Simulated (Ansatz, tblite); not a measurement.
Isomers of Au$_{9}$⁻ (singlet), found by a short tight-binding search and relaxed with PBE-D4/def2-SVPD in Ansatz.

In the def2 sets Au takes a core potential; there is no spin–orbit coupling. The xTB rows come from tblite. Correlated methods freeze no core orbitals; core or outer-core shells of Au are correlated, in sets that lack core-valence functions.

A: At MP2/def2-SVPD, PBE-QIDH/def2-SVP the test of the restricted singlet for broken spin symmetry was undecided. B: At MP2/def2-SVPD, PBE-QIDH/def2-SVP the test of the restricted singlet for broken spin symmetry was undecided.

Other spin states weren't relaxed.

A:

```xyz
9

Au    0.312    3.225   -0.176
Au   -3.965   -0.124    0.333
Au    2.958    2.374   -0.354
Au    3.212   -0.396   -0.248
Au    0.723    0.580   -0.091
Au    1.117   -2.139    0.007
Au   -1.533   -1.230    0.183
Au   -1.842    1.558    0.081
Au   -0.982   -3.848    0.265
```

B:

```xyz
9

Au    1.713   -1.461   -0.449
Au   -1.345    1.123   -0.151
Au    0.386   -2.998    1.621
Au    1.638    1.259   -0.533
Au   -1.375    1.507    2.504
Au   -1.177   -1.763   -0.306
Au    0.499   -0.225    1.677
Au   -0.135    2.720   -2.081
Au   -0.204   -0.164   -2.283
```

**Question.** Estimate which lies lowest at each level, and how far above it the others are (kJ/mol).

**Answer.** 
```tsv
level	A	B
GFN1-xTB	0.0	33.0
HF/def2-SVPD	0.0	97.6
PBE-D4/def2-SVP	0.0	65.2
r2SCAN-D4/def2-SVP	0.0	73.5
PBE0-D4/def2-SVP	0.0	66.7
r2SCAN0-D4/def2-SVP	0.0	74.2
PBE-QIDH/def2-SVP	0.0	59.7
MP2/def2-SVPD	21.2	0.0
```
Point groups (tolerance 0.1 Å): A C2v, B C2. Lower isomers may exist.
